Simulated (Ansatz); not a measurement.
One change: `CO[Si](O)([SiH3])Br` becomes `CO[SiH](O)Br`.

Ansatz, PBE0-D4/def2-TZVP geometries, multiplicity 1. Each molecule was computed in one conformer, which needn't be the lowest.

Scalar relativity is left out up to krypton. Spin–orbit coupling is left out; it splits and shifts lone-pair levels of the heavy atoms by tenths of an eV.

| property | `CO[Si](O)([SiH3])Br` |
| --- | --- |
| size of the dipole moment (PBE/def2-TZVPP) / D | 1.46 |
| LUMO energy (B3LYP/def2-TZVPP) / eV | -0.21 |
| size of the dipole moment (ωB97M-V/def2-TZVPP) / D | 1.50 |
| HOMO energy (PBE/def2-TZVPP) / eV | -6.72 |
| HOMO energy (ωB97M-V/def2-TZVPP) / eV | -10.04 |
| HOMO–LUMO gap (ωB97M-V/def2-TZVPP) / eV | 11.78 |

Task: Give the same properties after the change, and the shifts. (An estimate is asked.)

Result: Ansatz gave: 
```tsv
property	`CO[SiH](O)Br`	shift
size of the dipole moment (PBE/def2-TZVPP) / D	1.52	0.06
LUMO energy (B3LYP/def2-TZVPP) / eV	0.31	0.52
size of the dipole moment (ωB97M-V/def2-TZVPP) / D	1.58	0.08
HOMO energy (PBE/def2-TZVPP) / eV	-7.10	-0.38
HOMO energy (ωB97M-V/def2-TZVPP) / eV	-10.75	-0.71
HOMO–LUMO gap (ωB97M-V/def2-TZVPP) / eV	12.96	1.18
```

With PBE0 the HOMO falls by 0.52 eV and the LUMO rises by 0.67 eV, so the gap widens by about 1.19 eV. PBE moves the HOMO by -0.38 eV and ωB97M-V by -0.71 eV. Dipoles are sizes alone; their direction can turn.

B3LYP here is the variant with VWN-RPA as its local correlation; programs differ in this.
